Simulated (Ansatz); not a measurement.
Two isomers of C3H6Ge: A = `[GeH3][C]1=CC1`, B = `C#[C][GeH2][CH3]`.

Calculated with Ansatz (gas phase, PBE0-D4/def2-TZVP geometries, no zero-point term in ΔE). CCSD(T)/CBS is the MP2 limit (def2-TZVPP, def2-QZVPP) plus CCSD(T) − MP2 in def2-TZVPP, frozen cores. DFT in def2-TZVPP. B3LYP here is the variant with VWN-RPA as its local correlation; programs differ in this. For Ge outer-core shells are correlated without core-valence functions, which leaves a few kJ/mol of doubt a bond. Scalar relativity is left out up to krypton.

**Question.** Which isomer does CCSD(T)/CBS put lower? Give the gap. (An estimate is asked.)

**Answer.** Ansatz gave: B, by 118.6 kJ/mol.

**Question.** Give E(B) − E(A) in kJ/mol with HF/def2-TZVPP, r2SCAN-D4, MP2/def2-TZVPP, CCSD(T)/def2-TZVPP, B3LYP-D4, B2PLYP, PBE0-D4. (Best estimate.)

**Answer.** Computed: HF/def2-TZVPP -128.1, r2SCAN-D4 -100.2, MP2/def2-TZVPP -121.8, CCSD(T)/def2-TZVPP -120.5, B3LYP-D4 -110.2, B2PLYP -119.0, PBE0-D4 -89.3. None reverses the order clearly.

Largest T1 diagnostic: 0.012.

In def2-TZVPP, CCSD(T) changes the Hartree–Fock value by +7.7 kJ/mol (the triples alone add +0.7 kJ/mol) and MP2 by +6.3 kJ/mol.
